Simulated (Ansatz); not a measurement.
```yaml
crystal:
  periodic: [false, false, false]
  atoms:
    - {symbol: F, position_ang: [-0.987552, -2.114099, 0.429999]}
    - {symbol: C, position_ang: [-0.735697, -1.095512, 1.225213]}
    - {symbol: O, position_ang: [0.214489, -0.325503, 0.704198]}
    - {symbol: C, position_ang: [-0.148443, 0.367021, -0.354899]}
    - {symbol: F, position_ang: [-0.917902, 1.381341, -0.004201]}
    - {symbol: C, position_ang: [1.043141, 0.915566, -0.997979]}
    - {symbol: F, position_ang: [1.722118, -0.053914, -1.525438]}
    - {symbol: F, position_ang: [1.790131, 1.518603, -0.135408]}
    - {symbol: H, position_ang: [-0.359580, -1.461812, 2.129792]}
    - {symbol: H, position_ang: [-1.634014, -0.567622, 1.357139]}
    - {symbol: H, position_ang: [-0.689396, -0.214910, -1.044100]}
    - {symbol: H, position_ang: [0.776530, 1.597850, -1.751677]}
basis:
  gaussian: {orbitals: def2-mTZVPP}
magnetization: {spin_polarized: false, initial_magnetization: 2}
hamiltonian: {xc: {name: HF}}
accuracy: high
output: {forces: true}
```

```sh
$ ansatz run in.yaml --threads 4 --pin off --events-out ev --progress --plain --max-ram 11315MiB
```

It prints (some lines left out):

```
Functional definition: HF
4143 factors; integrals over basis functions are off by at most 1.8e-8 eV
mean field evaluation 1: about -16004.1511 eV, gradient 4.7e1 eV
mean field evaluation 2: about -16004.2683 eV, gradient 4.7e1 eV
mean field evaluation 4: about -16008.9357 eV, gradient 6.6e0 eV
mean field evaluation 8: about -16009.1110 eV, gradient 1.0e0 eV
mean field evaluation 16: about -16009.1311 eV, gradient 2.2e-1 eV
mean field evaluation 32: about -16009.2526 eV, gradient 4.6e-3 eV
mean field -16010.00451665 eV, -588.3568140162 hartree, gradient 2.8e-8 eV, S^2 2.000000; 5 other end points of the search recorded, 0 dependent functions left out
reference -16010.00451665 eV, -588.3568140162 hartree; 34, 32 occupied and 163, 165 virtual orbitals, 4143 factors
Total energy: -16010.00451665 eV, -588.3568140162 hartree
Atom 0 at    -0.987552    -2.114099     0.429999 Å, force    -0.042761    -1.648957    -1.292714 eV/Å
Atom 1 at    -0.735697    -1.095512     1.225213 Å, force    -2.982063    -3.026741     4.011166 eV/Å
Atom 2 at     0.214489    -0.325503     0.704198 Å, force     3.527811     0.106542     1.641553 eV/Å
Atom 3 at    -0.148443     0.367021    -0.354899 Å, force    -0.091268     3.054653    -5.490433 eV/Å
Atom 4 at    -0.917902     1.381341    -0.004201 Å, force    -1.103797     1.284205     0.976062 eV/Å
Atom 5 at     1.043141     0.915566    -0.997979 Å, force    -1.010247     0.905887    -0.214398 eV/Å
Atom 6 at     1.722118    -0.053914    -1.525438 Å, force     1.612691    -2.035113    -0.924338 eV/Å
Atom 7 at     1.790131     1.518603    -0.135408 Å, force     2.212527     1.485663     1.856435 eV/Å
Atom 8 at    -0.359580    -1.461812     2.129792 Å, force     0.927580    -0.863486     1.041072 eV/Å
Atom 9 at    -1.634014    -0.567622     1.357139 Å, force    -1.112378     1.548392    -0.466323 eV/Å
Atom 10 at    -0.689396    -0.214910    -1.044100 Å, force    -1.432255    -1.553693    -0.229701 eV/Å
Atom 11 at     0.776530     1.597850    -1.751677 Å, force    -0.505842     0.742648    -0.908379 eV/Å
Dipole moment:     0.337931     0.138592     0.303251 e Å
```

Hardware: 4 threads of an Arm Neoverse V1 on a shared host. Wall time 87 s, peak host memory 1.4 GiB.
